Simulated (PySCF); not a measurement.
SrF2, SMILES [Sr]([F])[F].

Geometry optimised at B3LYP-D3(BJ)/def2-TZVP. The isomer is the one that the SMILES or the coordinates give; other isomers of the formula were not compared. The def2 effective core potentials stand for the cores of Sr; spin–orbit coupling is left out.

These are PySCF with TDDFT-ωB97X/def2-TZVPD values and carry that method's errors.

Vertical excitations. The molecule is in vacuum. State labels are in the subgroup C2v.

Computed excitation energies, oscillator strengths and character:
```
state  symmetry  energy (eV)  λ (nm)      f          main pairs
-----  --------  -----------  ------  -----  ------------------
S1           B2         6.50     191  0.001      HOMO→LUMO 82 %
S2           A1         6.78     183  0.017    HOMO−1→LUMO 79 %
S3           B1         6.79     182  0.051    HOMO−2→LUMO 79 %
S4           A2         6.92     179  0.000    HOMO−3→LUMO 77 %
S5           B2         6.96     178  0.025    HOMO−4→LUMO 78 %
S6           A1         7.23     171  0.022    HOMO−5→LUMO 73 %
S7           A2         8.08     153  0.000    HOMO→LUMO+1 78 %
S8           B2         8.15     152  0.000    HOMO→LUMO+2 71 %
S9           B1         8.39     148  0.001  HOMO−1→LUMO+1 75 %
S10          A1         8.41     147  0.002  HOMO−2→LUMO+1 73 %
T1           B2         6.45     192      0      HOMO→LUMO 81 %
T2           A1         6.78     183      0    HOMO−1→LUMO 80 %
T3           B1         6.78     183      0    HOMO−2→LUMO 79 %
T4           A2         6.94     179      0    HOMO−3→LUMO 78 %
```
Triplets are in the Tamm–Dancoff approximation, which puts them higher than full response would, so one can lie above its singlet here.
